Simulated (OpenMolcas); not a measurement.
OpenMolcas run: Co3+

Co3+ with 6 ligands (fluoride) in octahedral coordination (Oh) at 1.92 Å. A charge of +0.5 e stands 2.8 Å behind each ligand. Ligand basis ANO-RCC-VDZP. With inversion symmetry the input lists one of each pair of outer charges.

Input:

```
&GATEWAY
Coord
7

Co 0.0 0.0 0.0
F 1.920000 0.000000 0.000000
F 0.000000 1.920000 0.000000
F -1.920000 0.000000 0.000000
F 0.000000 -1.920000 0.000000
F 0.000000 0.000000 1.920000
F 0.000000 0.000000 -1.920000
Basis=Co.ANO-RCC-VTZP,F.ANO-RCC-VDZP
Group=XYZ
NoMove
AngMom=0.0 0.0 0.0
AMFI
RICD
XField
3 Angstrom 0
4.720000 0.000000 0.000000 0.500000
0.000000 4.720000 0.000000 0.500000
0.000000 0.000000 4.720000 0.500000
&SEWARD
&RASSCF
FileOrb=start.orb
Symmetry=1
Spin=5
nActEl=6 0 0
Inactive=18 21
Ras2=5 0
CIRoot=5 5 1
SDav=5
CIMx=300
Iter=150 100
PrWF=0.3
OrbListing=Nothing
MaxOrb=0
LevShft=1.0
>>> COPY $Project.JobIph JOB001
&RASSCF
FileOrb=start.orb
Symmetry=1
Spin=3
nActEl=6 0 0
Inactive=18 21
Ras2=5 0
CIRoot=45 45 1
SDav=45
CIMx=300
Iter=150 100
PrWF=0.3
OrbListing=Nothing
MaxOrb=0
LevShft=1.0
>>> COPY $Project.JobIph JOB002
&RASSCF
FileOrb=start.orb
Symmetry=1
Spin=1
nActEl=6 0 0
Inactive=18 21
Ras2=5 0
CIRoot=50 50 1
SDav=50
CIMx=300
Iter=150 100
PrWF=0.3
OrbListing=Nothing
MaxOrb=0
LevShft=1.0
>>> COPY $Project.JobIph JOB003
&RASSI
NrOfJobIphs=3 5 45 50
1 2 3 4 5
1 2 3 4 5 6 7 8 9 10 11 12 13 14 15 16 17 18 19 20 21 22 23 24 25 26 27
28 29 30 31 32 33 34 35 36 37 38 39 40 41 42 43 44 45
1 2 3 4 5 6 7 8 9 10 11 12 13 14 15 16 17 18 19 20 21 22 23 24 25 26 27
28 29 30 31 32 33 34 35 36 37 38 39 40 41 42 43 44 45 46 47 48 49 50
IphNames
JOB001
JOB002
JOB003
EJob
SpinOrbit
DIPRint=1.0
SOCoupling=1000.0
Subsets=2
Property=9
'ANGMOM' 1 'ANGMOM' 2 'ANGMOM' 3 'MLTPL  1' 1 'MLTPL  1' 2 'MLTPL  1' 3
'AMFI' 1 'AMFI' 2 'AMFI' 3
SOProperty=3
'ANGMOM' 1 'ANGMOM' 2 'ANGMOM' 3
```

Launched by
```bash
OMP_NUM_THREADS=1 MOLCAS_MEM=2457 MOLCAS_PROJECT=a pymolcas a.inp > a.log  # once for each step of the input, in one work folder
```

A driver script runs the steps one by one and writes start.orb anew before each from the orbitals found so far.

Output, cut to the results:

```
--- SEWARD ---
Basis set label: CO.ANO-RCC...6S5P3D2F1G.

      Electronic valence basis set:
      ------------------
      Associated Effective Charge  27.000000 au
      Associated Actual Charge     27.000000 au
      Nuclear Model: Point charge

      Shell  nPrim  nBasis  Cartesian Spherical Contaminant
         s      21       6        X
         p      15       5        X
         d      10       3                 X
         f       6       2                 X
         g       4       1                 X
                  Relativistic Douglas-Kroll-Hess integrals:
                    - DKH order of Hamiltonian: 2
                    - DKH order of Properties : 0
                  Atomic mean-field integrals
--- RASSCF ---
Wave function specifications:
      -----------------------------

      Number of closed shell electrons          78
      Number of electrons in active shells       6
      Max number of holes in RAS1 space          0
      Max nr of electrons in RAS3 space          0
      Number of inactive orbitals               39
      Number of active orbitals                  5
      Number of secondary orbitals              99
      Spin quantum number                      2.0
      State symmetry                             1
Orbital specifications:
      -----------------------

      Symmetry species                           1   2
                                                ag  au
      Frozen orbitals                            0   0
      Inactive orbitals                         18  21
      Active orbitals                            5   0
      RAS1 orbitals                              0   0
      RAS2 orbitals                              5   0
      RAS3 orbitals                              0   0
      Secondary orbitals                        49  50
      Deleted orbitals                           0   0
      Number of basis functions                 72  71
      Number of CSFs                             5
      Number of root(s) required                 5
      Iter CI   SX   CI       RASSCF       Energy    max ROT     max BLB   max BLB  Level Ln srch  Step   QN
          iter iter root      energy       change     param      element    value   shift minimum  type update
 Nr of preliminary CI iterations:   1
      Total energies have been shifted. Add                -1000.00 au
        1   1   13    0  -989.04344644    0.00E+00  -8.59E-02   21  27 1  4.61E-01*  1.51   0.00    SX    NO
        2   1   14    0  -989.98051145   -9.37E-01* -6.51E-02    4  32 2  1.15E-01*  1.05   0.00    SX    NO
        3   1   14    0  -990.10960424   -1.29E-01* -3.19E-02   15  64 1  4.83E-02*  0.91   0.00    SX    NO
        4   1   13    0  -990.12545078   -1.58E-02* -1.50E-02   15  64 1  1.89E-02*  0.88   0.00    SX    NO
        5   1   12    0  -990.12875706   -3.31E-03* -1.32E-02   21  44 2 -9.54E-03*  0.87   1.94    LS   YES
        6   1   12    0  -990.12977386   -1.02E-03* -1.70E-03   21  66 2 -4.29E-03*  0.86   1.06    QN   YES
        7   1   11    0  -990.12999235   -2.18E-04* -1.56E-03    4  32 2 -3.18E-03*  0.86   1.93    LS   YES
        8   1   10    0  -990.13005827   -6.59E-05* -5.96E-04   21  27 1  2.53E-03*  0.86   1.01    QN   YES
        9   1   10    0  -990.13009073   -3.25E-05*  5.73E-04    4  32 2  1.78E-03*  0.86   1.24    QN   YES
       10   1    9    0  -990.13009989   -9.15E-06* -2.03E-04    6  34 2  5.34E-04*  0.86   1.26    QN   YES
       11   1    8    0  -990.13010127   -1.38E-06*  7.30E-05    5  43 2  1.34E-04*  0.86   1.29    QN   YES
       12   1    7    0  -990.13010148   -2.13E-07* -3.71E-05    4  32 2 -7.34E-05   0.86   1.40    QN   YES
       13   1    7    0  -990.13010152   -3.80E-08* -1.97E-05    6  34 2 -3.32E-05   0.86   1.53    QN   YES
       14   1    6    0  -990.13010152   -6.28E-09  -6.19E-06    6  30 1 -9.40E-06   0.86   1.33    QN   YES
      Convergence after 14 iterations
       15   1    6    0  -990.13010153   -1.05E-09  -6.19E-06    6  30 1 -4.90E-06   0.86   1.33    QN   YES
      Natural orbitals and occupation numbers for root  1
      sym 1:   2.000000   1.000000   1.000000   1.000000   1.000000
      Natural orbitals and occupation numbers for root  2
      sym 1:   1.000000   1.000000   1.000000   2.000000   1.000000
      Natural orbitals and occupation numbers for root  3
      sym 1:   1.000000   2.000000   1.000000   1.000000   1.000000
::    RASSCF root number  1 Total energy:  -1990.14813419
...
--- RASSI ---
SPIN-FREE ENERGIES:
  (Shifted by EMIN (a.u.) =      -1990.1481341932)

 SF State       Relative EMIN(au)   Rel lowest level(eV)    D:o, cm**(-1)

     1             0.0000000000        0.0000000000              0.0000
     2             0.0000000000        0.0000000000              0.0000
     3             0.0000000000        0.0000000000              0.0000
     4             0.0450816694        1.2267347193           9894.2828
     5             0.0450816694        1.2267347193           9894.2828
     6             0.0733123143        1.9949297023          16090.1932
     7             0.0733123143        1.9949297023          16090.1932
     8             0.0733123143        1.9949297023          16090.1932
    51             0.0855059318        2.3267349356          18766.3829
    10             0.0930540021        2.5321283921          20422.9928
    11             0.0930540021        2.5321283921          20422.9928
     9             0.0930540021        2.5321283921          20422.9928
    13             0.1126151841        3.0644152704          24716.1760
    14             0.1126151841        3.0644152704          24716.1760
    12             0.1126151841        3.0644152704          24716.1760
    52             0.1218917354        3.3168430923          26752.1437
    53             0.1218917354        3.3168430923          26752.1437
    54             0.1218917354        3.3168430923          26752.1437
    15             0.1234889351        3.3603051100          27102.6885
    16             0.1234889351        3.3603051100          27102.6885
    17             0.1234889351        3.3603051100          27102.6885
    19             0.1321279301        3.5953841391          28998.7287
    18             0.1321279301        3.5953841391          28998.7287
    22             0.1324695865        3.6046810828          29073.7137
    20             0.1324695865        3.6046810828          29073.7137
...
```

Spin-orbit levels above the lowest (labels of O, the rotations of Oh):

| E (cm-1) | Degeneracy | Label | 2S+1 |
| --- | --- | --- | --- |
| 0.0 | 3 | T2 | 5 |
| 270.9 | 2 | E | 5 |
| 293.3 | 3 | T1 | 5 |
| 663.3 | 1 | A1 | 5 |
| 712.6 | 3 | T1 | 5 |
| 746.7 | 3 | T2 | 5 |
| 10354 | 1 | A2 | 5 |
| 10358 | 3 | T2 | 5 |
| 10363 | 2 | E | 5 |
| 10369 | 3 | T1 | 5 |
| 10375 | 1 | A1 | 5 |
| 16270 | 2 | E | 3 |
| 16312 | 3 | T2 | 3 |
| 16444 | 1 | A1 | 3 (83 %) |
| 16817 | 3 | T1 | 3 |
| 19799 | 1 | A1 | 1 (84 %) |
| 20693 | 3 | T1 | 3 |
| 20803 | 2 | E | 3 |
| 20979 | 3 | T2 | 3 |
| 21046 | 1 | A2 | 3 |

An orbital triplet at a regular site is open to Jahn-Teller coupling, which can distort the site and quench the lowest spin-orbit gaps and is left out. Without dynamic correlation the repulsion within the d shell is too large (B by tens of per cent), so at a given field states of lower spin stand too high. CASSCF with metal d orbitals alone favours high spin, so a ground state of lower spin is not ruled out. Ligand-to-metal charge-transfer states are missing. With no ligand orbital active B as a rule stays too high, so bands that hang on it stand too high and its fall with covalency is understated. With metal d orbitals alone and no dynamic correlation the field as a rule comes out too small, by tens of per cent, by up to half for chloride and softer ligands, and with too little covalency χT stands high. No measured value stands beside these numbers; the geometry is a model, was not optimised and need not be the one that this ion takes.

The RASSCF and RASSI steps took 51 s on 1 thread of Arm Neoverse V1, on a shared host; the integral step is not counted.
